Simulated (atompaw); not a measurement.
**How hard is this holmium (Ho) PAW (atompaw) potential?**

```json
{
 "Element": "holmium (Ho)",
 "Generator": "atompaw 4.2.0.5",
 "Type": "PAW",
 "Functional": "PBEsol",
 "Relativity": "scalar-relativistic",
 "Frozen core": "[Xe]",
 "Valence charge": "13",
 "Reference configuration": "4f11 5d0 6s2 6p0",
 "Partial waves": "6s (bound): rc 3.00 bohr; 6s channel at 0.55 Ry: rc 3.00 bohr; 6p (bound, empty): rc 3.00 bohr; 6p channel at 0.9 Ry: rc 3.00 bohr; 5d (bound, empty): rc 3.00 bohr; 5d channel at 2.95 Ry: rc 3.00 bohr; 4f (bound): rc 0.80 bohr; 4f channel at 0.6 Ry: rc 0.80 bohr",
 "Local potential": "bessel scheme, radius 2.85 bohr",
 "Core correction": "smooth core density matched at 2.05 bohr",
 "Augmentation charge": "besselshape compensation charge, radius 2.40 bohr; PAW radius 3.00 bohr; waves and projectors: custom rrkj gramschmidtortho"
}
```

The pseudo-atom Hamiltonian at the reference potential is diagonalised in spherical Bessel functions j_l(qr) that vanish at 20 bohr, with q² up to the cutoff. All-electron valence levels (Ry): 6s -0.2798, 6p -0.0829, 5d -0.0779, 4f -0.2344.

**Question.** How do the lowest levels (Ry) of each channel move with the cutoff, and are there ghosts?

**Answer.**

| cutoff (Ry) | s #1 | s #2 | p #1 | p #2 | d #1 | f #1 | f #2 | Σ f·Δε (mRy) |
| --- | --- | --- | --- | --- | --- | --- | --- | --- |
| 8 | -0.2798 | 0.0042 | -1.0322 | -0.0828 | -0.0735 | 0.0973 | 0.2105 | 3643.2 |
| 18 | -0.2798 | 0.0042 | -1.0703 | -0.0828 | -0.0779 | 0.0973 | 0.2104 | 3643.0 |
| 35 | -0.2798 | 0.0042 | -1.0718 | -0.0828 | -0.0779 | 0.0973 | 0.2104 | 3643.0 |
| 55 | -0.2798 | 0.0042 | -1.0721 | -0.0828 | -0.0779 | 0.0973 | 0.2103 | 3643.0 |
| 90 | -0.2798 | 0.0042 | -1.0721 | -0.0828 | -0.0779 | 0.0972 | 0.2102 | 3642.9 |
| 140 | -0.2798 | 0.0042 | -1.0722 | -0.0828 | -0.0779 | 0.0717 | 0.0983 | 3361.7 |
| 230 | -0.2798 | 0.0042 | -1.0722 | -0.0828 | -0.0779 | -0.2305 | 0.0973 | 38.2 |
| 400 | -0.2798 | 0.0042 | -1.0722 | -0.0828 | -0.0779 | -0.2339 | 0.0973 | 0.0 |

Result: ghost state, extra bound levels that the all-electron valence spectrum of the same l lacks: p at -14.6 eV (a true bound ghost makes a file unfit for plane-wave use); 10 mRy is reached at over 300 Ry and 1 mRy at over 300 Ry.
